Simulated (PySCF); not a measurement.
Hf(F)4 cation (F₄Hf), SMILES [F][Hf]([F])([F])[F] (connectivity only; charge and spin as stated), charge +1, multiplicity 2.

Geometry: r2SCAN-D4/def2-SVP. The multiplicity is an assumed one; other spin states were not compared. The isomer is the one that the SMILES or the coordinates give; other isomers of the formula were not compared. The def2 effective core potentials stand for the cores of Hf; spin–orbit coupling is left out.

Level of theory: CAM-B3LYP/def2-TZVP (PySCF).

Gas-phase values at a fixed geometry.

```yaml
total_energy: -447.25270 hartree
point_group: D2d
"α spin, highest occupied and lowest empty level": -20.94 and -6.85 eV
"β spin, highest occupied and lowest empty level": -19.40 and -16.17 eV
dipole_moment_about_the_centre_of_nuclear_charge: 0.00 D
mean_static_polarisability: 182.0 bohr³ (26.97 Å³)
polarisability_principal_values: 76.0, 235.0, 235.0 bohr³
"⟨S²⟩": 0.766 (pure state 0.75)
```
